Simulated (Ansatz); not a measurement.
Consider the formal exchange of groups at the In–Br bond: `[OH][In]([F])[Br]` + CH₄ → `[CH3][In]([OH])[F]` + HBr.

Computed with Ansatz on PBE0-D4/def2-TZVP structures; ΔE is electronic, products minus reactants. CBS: MP2 limit from def2 TZ/QZ plus the TZ coupled-cluster correction, frozen cores. This one scheme is used for every species. def2 core potentials past Kr. For Br, In outer-core shells are correlated without core-valence functions, which leaves a few kJ/mol of doubt a bond. Scalar relativity is left out up to krypton. Each species was taken in one conformer, which may not be the lowest.

```
             species  SCS-MP2/def2-TZVPP energy (Eh)
 `[OH][In]([F])[Br]`                     -2937.67867
                 CH₄                       -40.42031
`[CH3][In]([OH])[F]`                      -404.77369
                 HBr                     -2573.27456
```

Work out ΔE.

ΔE = (-404.77369) + (-2573.27456) − (-2937.67867) − (-40.42031) = 0.05073 Eh = +133.2 kJ/mol. CCSD(T)/CBS gives +134.2 kJ/mol.

Largest T1 diagnostic among the species: 0.016.

Leaving LDA and LC-ωPBE aside and taking each functional with its dispersion term where it has one, the values, not all of them listed here, spread over 16.2 kJ/mol, from PBE-D4 to BHLYP-D4. LDA lies −10.1 kJ/mol from PBE without D4. At CCSD(T), def2-SVP lies +10.1 kJ/mol from the extrapolated value and def2-TZVPP −3.8 kJ/mol.
